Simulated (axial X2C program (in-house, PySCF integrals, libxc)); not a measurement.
MoOH: the levels of the configuration d4 s1 p(π)0

Computed with an in-house all-electron X2C program for linear molecules (integrals from PySCF): two-component X2C with atomic mean-field Coulomb and Gaunt terms, basis Mo dyall-v3z, O dyall-av3z, H dyall-v3z (cores contracted in-house). Orbitals come from Hartree–Fock averaged over the configuration Mo d4 s1 p(π)0; CI then distributes these electrons over the d, s, p(π) shells of Mo.

Mo–O–H held linear, bonds 1.976 and 0.950 Å (the second held) (near the minimum of the configuration average).

Active spinors (ω > 0):

```tsv
shell	ω	ε (eV)	character
d	3/2	-2.92	99% Mo d
d	5/2	-2.78	99% Mo d
d	1/2	-2.09	88% Mo d, 4% O p
d	3/2	-1.97	90% Mo d, 3% O p
d	1/2	-1.87	83% Mo d, 4% Mo s, 4% Mo p
s	1/2	-2.54	59% Mo s, 30% Mo p, 6% O p
p(π)	1/2	1.56	86% Mo p, 6% Mo d, 5% O p
p(π)	3/2	1.56	86% Mo p, 6% Mo d, 5% O p
```

Lowest levels of this model:

| Ω | energy (cm⁻¹) | g∥ | μ (D) | configuration |
| --- | --- | --- | --- | --- |
| 1/2 | 0 | 2.00 | -0.95 | 77% d4 s1 + 22% d5 |
| 3/2 | 26 | 6.00 | -0.97 | 76% d4 s1 + 22% d5 |
| 5/2 | 79 | 10.00 | -0.99 | 76% d4 s1 + 23% d5 |
| 3/2 | 4780 | 7.98 | 0.97 | 100% d4 s1 |
| 1/2 | 4897 | 3.80 | 0.96 | 100% d4 s1 |
| 1/2 | 5036 | 0.21 | 0.94 | 99% d4 s1 |
| 3/2 | 5154 | 4.02 | 0.95 | 100% d4 s1 |
| 5/2 | 5275 | 8.00 | 0.96 | 100% d4 s1 |
| 7/2 | 5394 | 12.00 | 0.97 | 100% d4 s1 |
| 1/2 | 11235 | 5.10 | 0.65 | 94% d4 s1 |
| 3/2 | 11854 | 3.45 | 0.35 | 86% d4 s1 + 9% d5 |
| 5/2 | 12062 | 9.42 | -0.81 | 54% d5 + 38% d4 s1 |
| 5/2 | 12200 | 6.31 | 0.89 | 94% d4 s1 + 5% d5 |
| 7/2 | 12422 | 9.99 | 1.05 | 100% d4 s1 |
| 9/2 | 12630 | 13.98 | 1.05 | 100% d4 s1 |
| 7/2 | 16533 | 9.95 | -0.92 | 68% d4 s1 + 21% d5 |
| 7/2 | 17315 | 7.84 | 0.09 | 91% d4 s1 + 8% d5 |
| 9/2 | 17421 | 11.71 | 0.14 | 92% d4 s1 + 7% d5 |
| 11/2 | 18180 | 13.97 | -0.02 | 90% d4 s1 + 9% d5 |
| 9/2 | 18213 | 10.27 | -0.02 | 89% d4 s1 + 10% d5 |
| 9/2 | 21129 | 8.06 | 0.95 | 99% d4 s1 |
| 11/2 | 21317 | 12.02 | 0.95 | 99% d4 s1 |
| 13/2 | 21437 | 15.96 | 0.95 | 99% d4 s1 |
| 11/2 | 25493 | 11.38 | -0.82 | 81% d4 s1 + 12% d5 |

g∥ is the magnitude of 2⟨Lz + ge Sz⟩ for the +Ω component. μ is positive if the H end is positive.

Task: From Ω and g∥ of the lowest level, whose 2⟨Lz + ge Sz⟩ is positive, find ⟨Sz⟩ and ⟨Lz⟩ (ge = 2.0023).

Result: Ω = ⟨Lz⟩ + ⟨Sz⟩ = 1/2 and ⟨Lz⟩ + ge⟨Sz⟩ = 1.000, so ⟨Sz⟩ = 0.50 and ⟨Lz⟩ = 0.00.

Occupations of the active spinors in the lowest level by ω, shell by shell in order of energy: -5/2: 0.37; -3/2: 0.63 0.37 0.00; -1/2: 0.56 0.15 0.31 0.00; 1/2: 0.40 0.16 0.46 0.00; 3/2: 0.43 0.57 0.00; 5/2: 0.57. The leading determinant has weight 0.08 among 649.

This point took 1.9 s on 1 thread of Arm Neoverse V1, on a shared host.

Dynamic correlation is missing, so gaps between terms are too wide and other configurations may lie lower; the lowest level listed is that of this model, not necessarily the ground state. For d shells the ligand-field splittings (σ, π, δ) and their order can be off by a thousand cm⁻¹ or more. At most 4 roots were kept for each Ω > 0 (twice that for Ω = 0) within 3.2 eV of the lowest, so higher up levels can be missing between those listed; levels with Ω > 0 are doubly degenerate and listed once, Ω = 0 levels singly. Some active spinors are only partly of the character that their shell is named for, so the shell names and counts are nominal. States that fill the shells left empty in the average are placed too high. The molecule was held linear; bending was not examined.
